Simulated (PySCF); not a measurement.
Members of one family of related compounds. Method used: TDDFT CAM-B3LYP/def2-SVPD, vertical, gas phase, core orbitals frozen in the response in PySCF. Geometries: PBE0-D3(BJ)/def2-SVP; one conformer of each isolated species. Triplets are in the Tamm–Dancoff approximation. 'Strongest' means the level of largest summed f among the lowest 10 singlets; it needn't be the same kind of state in each. Relativistic effects are left out although some hold elements past zinc.

Problem. Rank by computed lowest singlet excitation energy, lowest first.
A. `[H][Si]([H])(N=C=O)N=C=O` (Si(NCO)2H2)
B. `[H][Si]([H])(F)F` (SiF2H2)
C. `[H][Si]([H])(C(F)(F)F)C(F)(F)F` (Si(CF3)2H2)
D. `[H][Si]([H])(C#N)C#N` (Si(CN)2H2)
E. `[H][Si]([H])(C)C` (SiMe2H2)
F. `[H][Si]([H])(Br)Br` (SiBr2H2)
G. `[H][Si]([H])(NC)NC` (SiH2(NHMe)2)
H. `[H][Si]([H])(S)S` (Si(SH)2H2)

Solution. H (5.87 eV), G (6.09 eV), F (6.54 eV), D (6.84 eV), A (7.13 eV), E (8.34 eV), B (8.53 eV), C (8.74 eV).

| SMILES | S1 (eV) | f (S1) | HOMO (eV) | gap (eV) | T1 (eV) | f (strongest) | S1 mainly |
| --- | --- | --- | --- | --- | --- | --- | --- |
| [H][Si]([H])(S)S | 5.87 | 0.001 | -8.79 | 9.40 | 5.48 | 0.08 | H→L (57%) |
| [H][Si]([H])(NC)NC | 6.09 | 0.004 | -7.98 | 9.30 | 5.86 | 0.05 | H→L (50%) |
| [H][Si]([H])(Br)Br | 6.54 | 0.018 | -9.96 | 10.03 | 6.11 | 0.11 | H→L (92%) |
| [H][Si]([H])(C#N)C#N | 6.84 | 0.001 | -11.72 | 11.21 | 5.67 | 0.01 | H→L (55%) |
| [H][Si]([H])(N=C=O)N=C=O | 7.13 | 0.000 | -10.17 | 10.73 | 6.60 | 0.02 | H→L+1 (47%) |
| [H][Si]([H])(C)C | 8.34 | 0.081 | -10.23 | 11.48 | 8.06 | 0.25 | H→L (92%) |
| [H][Si]([H])(F)F | 8.53 | 0.000 | -11.49 | 12.55 | 7.95 | 0.38 | H→L (98%) |
| [H][Si]([H])(C(F)(F)F)C(F)(F)F | 8.74 | 0.000 | -11.49 | 12.10 | 8.03 | 0.35 | H→L+1 (40%) |

H and L stand for HOMO and LUMO.

- `[H][Si]([H])(S)S`: Löwdin shares by element: HOMO sulfur 85%, silicon 7%; LUMO sulfur 53%, silicon 19%, hydrogen 10% or more (atoms not listed hold the other 18%).
- `[H][Si]([H])(NC)NC`: Löwdin shares by element: HOMO nitrogen 56%, silicon 10%, carbon 8% or more (atoms not listed hold the other 26%); LUMO carbon 26%, silicon 26%, hydrogen 7% or more (atoms not listed hold the other 41%).
- `[H][Si]([H])(Br)Br`: Löwdin shares by element: HOMO (one of a set within 0.03 eV) bromine 73%, silicon 14%, hydrogen 7% or more; LUMO bromine 60%, silicon 26%, hydrogen 7% or more.
- `[H][Si]([H])(C#N)C#N`: Löwdin shares by element: HOMO nitrogen 38%, carbon 32% (atoms not listed hold the other 30%); LUMO carbon 35%, silicon 25%, nitrogen 16% or more (atoms not listed hold the other 24%).
- `[H][Si]([H])(N=C=O)N=C=O`: Löwdin shares by element: HOMO nitrogen 34%, silicon 14%, oxygen 11% or more (atoms not listed hold the other 41%); LUMO carbon 40%, silicon 29%, nitrogen 6% or more (atoms not listed hold the other 25%).
- `[H][Si]([H])(C)C`: Löwdin shares by element: HOMO carbon 56%, silicon 23%, hydrogen 6% or more (atoms not listed hold the other 16%); LUMO silicon 32%, carbon 29%, hydrogen 6% or more (atoms not listed hold the other 34%).
- `[H][Si]([H])(F)F`: Löwdin shares by element: HOMO hydrogen 45%, silicon 33%, fluorine 11% or more; LUMO (one of a set within 0.03 eV) silicon 40%, hydrogen 33%, fluorine 13% or more.
- `[H][Si]([H])(C(F)(F)F)C(F)(F)F`: Löwdin shares by element: HOMO carbon 28%, silicon 19%, fluorine 11% or more (atoms not listed hold the other 42%); LUMO silicon 36%, hydrogen 26%, carbon 8% or more (atoms not listed hold the other 30%).
